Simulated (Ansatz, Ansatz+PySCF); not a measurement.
```xyz
12

C     0.0000    0.0000   -1.4592
C     0.0000    0.0000   -0.1210
C     0.0000    1.2706    0.6772
C     0.0000   -1.2706    0.6772
H     0.0000   -0.9333   -2.0296
H     0.0000    0.9333   -2.0296
H     0.0000    2.1616    0.0339
H    -0.8834    1.3209    1.3367
H     0.8834    1.3209    1.3367
H     0.0000   -2.1616    0.0339
H     0.8834   -1.3209    1.3367
H    -0.8834   -1.3209    1.3367
```

Basis set: def2-SVP (spherical functions). Left uncorrelated: 4 orbitals. Charge 0, multiplicity 1.

Computed with Ansatz (development build ahead of 0.2.0); each method stands on the lowest determinant of its kind that the runs found. Restricted open shells among the atoms or ions are ROHF, correlated in semicanonical orbitals with singles. Restricted functionals stand beside restricted open-shell atoms, which can lie above the unrestricted atoms usual in DFT and then raise those values.

Q: Give the atomization energy at this shape (free ground-state atoms in the same class of orbitals less the molecule, no zero-point energy) of singlet C₄H₈ by ωB97X (restricted), ωB97X (unrestricted), r²SCAN (restricted), r²SCAN (unrestricted), PBE0 (restricted), PBE0 (unrestricted), PBE (restricted), PBE (unrestricted), RHF-MP2, UHF-MP2, RHF, UHF.

A:

```csv
method,atomization energy
ωB97X (restricted),1170.14 kcal/mol
ωB97X (unrestricted),1163.48 kcal/mol
r²SCAN (restricted),1173.61 kcal/mol
r²SCAN (unrestricted),1166.51 kcal/mol
PBE0 (restricted),1175.84 kcal/mol
PBE0 (unrestricted),1171.76 kcal/mol
PBE (restricted),1186.78 kcal/mol
PBE (unrestricted),1183.66 kcal/mol
RHF-MP2,1122.52 kcal/mol
UHF-MP2,1121.79 kcal/mol
RHF,904.82 kcal/mol
UHF,894.61 kcal/mol
```
